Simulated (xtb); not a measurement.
C5H12Si, singlet, from a rough starting geometry; GFN2-xTB (xtb).

The xtb input:
```
$ xtb mol.xyz --gfn 2 --opt vtight --json

# file mol.xyz
18

C      2.20943325    -0.88857205     1.04467039
C      1.57244455     0.21387950     0.64218651
Si    -0.19984508     0.13856660    -0.13542142
C     -0.62731418     1.94975517    -0.67237657
C     -1.43154943    -0.34120167     1.20887670
C     -0.26725161    -1.01815366    -1.58553528
H      3.15380667    -0.82682311     1.55208014
H      1.73214822    -1.83119965     1.15671148
H      2.09264919     1.13300889     0.54275358
H     -1.65615239     1.99975685    -1.11282211
H      0.03966529     2.28363467    -1.48271135
H     -0.57417538     2.61782622     0.12355809
H     -1.36373104     0.27378049     2.03844120
H     -2.40830199    -0.40030025     0.85023806
H     -1.18129086    -1.41662463     1.58719511
H      0.44281644    -0.76008542    -2.35199788
H     -0.01126088    -2.04909010    -1.32788622
H     -1.25158691    -1.03390895    -2.01349989
```

Question: What does xtb print? Leave out banner, timings and long lists.

Answer: 
```
   ID    Z sym.   atoms
    1    6 C      1, 2, 4-6
    2   14 Si     3
    3    1 H      7-18

           -------------------------------------------------
          |                Calculation Setup                |
           -------------------------------------------------

           -------------------------------------------------
          |                 G F N 2 - x T B                 |
           -------------------------------------------------

          ...................................................
          :                      SETUP                      :
          :.................................................:
          :  # basis functions                  42          :
          :  # atomic orbitals                  41          :
          :  # shells                           25          :
          :  # electrons                        36          :
          :  max. iterations                   250          :
          :  Hamiltonian                  GFN2-xTB          :
          :  restarted?                      false          :
          :  GBSA solvation                  false          :
          :  PC potential                    false          :
          :  electronic temp.          300.0000000     K    :
          :  accuracy                    1.0000000          :
          :  -> integral cutoff          0.2500000E+02      :
          :  -> integral neglect         0.1000000E-07      :
          :  -> SCF convergence          0.1000000E-05 Eh   :
          :  -> wf. convergence          0.1000000E-03 e    :
          :  Broyden damping             0.4000000          :
          :  net charge                          0          :
          :  unpaired electrons                  0          :
          ...................................................

 iter      E             dE          RMSdq      gap      omega  full diag
   1    -18.7107056 -0.187107E+02  0.377E+00    4.52       0.0  T
   2    -18.7799497 -0.692441E-01  0.197E+00    4.35       1.0  T
   3    -18.7824782 -0.252848E-02  0.126E+00    4.24       1.0  T
   4    -18.7964523 -0.139741E-01  0.310E-01    4.26       1.0  T
   5    -18.7969216 -0.469295E-03  0.121E-01    4.29       1.0  T
   6    -18.7969658 -0.442637E-04  0.843E-02    4.27       1.0  T
   7    -18.7970182 -0.523309E-04  0.281E-02    4.28       1.0  T
   8    -18.7970206 -0.242099E-05  0.126E-02    4.28       1.9  T
   9    -18.7970206 -0.577547E-09  0.697E-03    4.28       3.4  T
[...]
 * total energy  :   -18.4875964 Eh     change       -0.2700423E-03 Eh
 * total energy  :   -18.4876266 Eh     change       -0.3024839E-04 Eh
 * total energy  :   -18.4876333 Eh     change       -0.6706149E-05 Eh
 * total energy  :   -18.4876368 Eh     change       -0.3486947E-05 Eh
 * total energy  :   -18.4876381 Eh     change       -0.1341522E-05 Eh
 * total energy  :   -18.4876388 Eh     change       -0.6330718E-06 Eh
 * total energy  :   -18.4876391 Eh     change       -0.3355287E-06 Eh
 * total energy  :   -18.4876396 Eh     change       -0.4494322E-06 Eh
 * total energy  :   -18.4876399 Eh     change       -0.3862322E-06 Eh
 * total energy  :   -18.4876402 Eh     change       -0.2212086E-06 Eh
 * total energy  :   -18.4876403 Eh     change       -0.1734954E-06 Eh
 * total energy  :   -18.4876404 Eh     change       -0.8799021E-07 Eh
   *** GEOMETRY OPTIMIZATION CONVERGED AFTER 15 ITERATIONS ***
         :: total energy             -18.487640422628 Eh    ::
[...]
largest (>0.10) Wiberg bond orders for each atom

 ---------------------------------------------------------------------------
     #   Z sym  total        # sym  WBO       # sym  WBO       # sym  WBO
 ---------------------------------------------------------------------------
     1   6 C    3.993 --     2 C    2.002     8 H    0.981     7 H    0.975
     2   6 C    3.971 --     1 C    2.002     9 H    0.975     3 Si   0.880
     3  14 Si   3.642 --     5 C    0.891     6 C    0.891     4 C    0.887
                             2 C    0.880
     4   6 C    3.978 --    10 H    0.992    11 H    0.991    12 H    0.991
                             3 Si   0.887
     5   6 C    3.980 --    15 H    0.990    13 H    0.989    14 H    0.989
                             3 Si   0.891
     6   6 C    3.980 --    17 H    0.990    16 H    0.989    18 H    0.989
                             3 Si   0.891
     7   1 H    0.999 --     1 C    0.975
     8   1 H    0.999 --     1 C    0.981
     9   1 H    0.999 --     2 C    0.975
    10   1 H    0.999 --     4 C    0.992
    11   1 H    0.999 --     4 C    0.991
    12   1 H    0.999 --     4 C    0.991
    13   1 H    0.999 --     5 C    0.989
    14   1 H    0.999 --     5 C    0.989
    15   1 H    0.999 --     5 C    0.990
    16   1 H    0.999 --     6 C    0.989
    17   1 H    0.999 --     6 C    0.990
    18   1 H    0.999 --     6 C    0.989
 ---------------------------------------------------------------------------

Topologies differ in total number of bonds
Writing topology from bond orders to xtbtopo.mol

molecular dipole:
                 x           y           z       tot (Debye)
 q only:       -0.063       0.002      -0.027
   full:       -0.081      -0.016      -0.030       0.224
molecular quadrupole (traceless):
                xx          xy          yy          xz          yz          zz
 q only:        0.051       0.324       0.054      -0.023       0.100      -0.106
  q+dip:        0.595       0.432       0.745       0.879      -0.431      -1.340
   full:        0.223       0.289       0.457       0.386      -0.203      -0.681

optimized geometry written to: xtbopt.xyz

           -------------------------------------------------
          | TOTAL ENERGY              -18.487640422628 Eh   |
          | GRADIENT NORM               0.000041449553 Eh/α |
          | HOMO-LUMO GAP               4.428471799832 eV   |
           -------------------------------------------------

normal termination of xtb
```
